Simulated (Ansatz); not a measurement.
Hg₆Te₃Br₆, 15 atoms. Hardware: 2 threads of AMD EPYC 7R13 on a shared host and a share (18 GiB) of an NVIDIA H100 80GB HBM3.

In the def2 sets Hg, Te take a core potential; there is no spin–orbit coupling. Correlated methods freeze 66 core orbitals; core or outer-core shells of Hg, Te, Br are correlated, in sets that lack core-valence functions. Single mean-field runs in def2-SVP, def2-TZVP are fitted with def2-universal-jkfit.

Problem. How many basis functions does each of these Ansatz runs have, and roughly what does it cost? r2SCAN-D4/def2-SVP, charge 0 singlet, energy, from earlier orbitals; PBE0-D4/def2-TZVP, charge 0 singlet, energy, from earlier orbitals; PBE-D4/def2-SVP, charge 0 singlet, energy and forces, from earlier orbitals; RPA@PBE/def2-SVP, charge 0 singlet, energy, from earlier orbitals; BHLYP-D4/def2-SVP, charge 0 singlet, energy, from earlier orbitals; PBE-D4/def2-SVP, charge 0 singlet, relaxation, 34 steps; PBE0-D4/def2-SVP, charge 0 singlet, energy, from earlier orbitals; PBE-D4/def2-TZVP, charge 0 singlet, energy, from earlier orbitals; MP2/def2-SVP, charge 0 singlet, energy, from earlier orbitals.

Solution. Other jobs shared the machine, so times can vary by a factor of up to 3.

```
                                                                        run  functions  fitting or Cholesky vectors  wall time  peak host memory (GiB)
PBE-D4/def2-SVP, charge 0 singlet, energy and forces, from earlier orbitals        462                         3732        6 s                       1
        r2SCAN-D4/def2-SVP, charge 0 singlet, energy, from earlier orbitals        462                         3732        7 s                     1.1
          PBE-D4/def2-TZVP, charge 0 singlet, energy, from earlier orbitals        696                         3732        7 s                     1.1
         BHLYP-D4/def2-SVP, charge 0 singlet, energy, from earlier orbitals        462                         3732      8.5 s                    0.99
              MP2/def2-SVP, charge 0 singlet, energy, from earlier orbitals        462                         4774       10 s                     1.2
         PBE0-D4/def2-TZVP, charge 0 singlet, energy, from earlier orbitals        696                         3732       11 s                     1.1
          PBE0-D4/def2-SVP, charge 0 singlet, energy, from earlier orbitals        462                         3732       12 s                    0.98
          RPA@PBE/def2-SVP, charge 0 singlet, energy, from earlier orbitals        462                         4774       15 s                     2.7
                    PBE-D4/def2-SVP, charge 0 singlet, relaxation, 34 steps        462                         3732    2.9 min                     1.1
```
